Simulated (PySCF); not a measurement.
Al(Cl)2(SeH) (AlCl2HSe), SMILES [Cl][Al]([Cl])[SeH]. Atoms are numbered in the order given.

```xyz
5

Al    -0.0001     0.5447     0.0000
Cl     1.8193     1.5828     0.0000
Cl    -1.8024     1.6168     0.0000
Se     0.0340    -1.7547     0.0000
H     -1.4418    -1.8146     0.0000
```

Geometry: B3LYP-D3(BJ)/def2-SVP. The values are those of a single conformer.

These are PySCF with IEF-PCM-ωB97X/def2-SVP values and carry that method's errors.

The values are the electrostatic part of the solvation free energy, E(continuum) − E(gas) at the gas-phase geometry, in a cavity of scaled van der Waals radii (PySCF's table); cavitation and dispersion terms are not included. A continuum can't describe solvent molecules that bind to the metal. In vacuum the orbital gap is 11.02 eV. The dipole moment in vacuum is 1.16 D.

Computed values in water (ε = 78.36), methanol (ε = 32.61), n-hexane (ε = 1.88):
```csv
solvent,ε,ΔG(elec) (kcal/mol),dipole (D),gap (eV)
water,78.36,-6.0,1.44,11.17
methanol,32.61,-5.8,1.43,11.17
n-hexane,1.88,-2.0,1.27,11.07
```
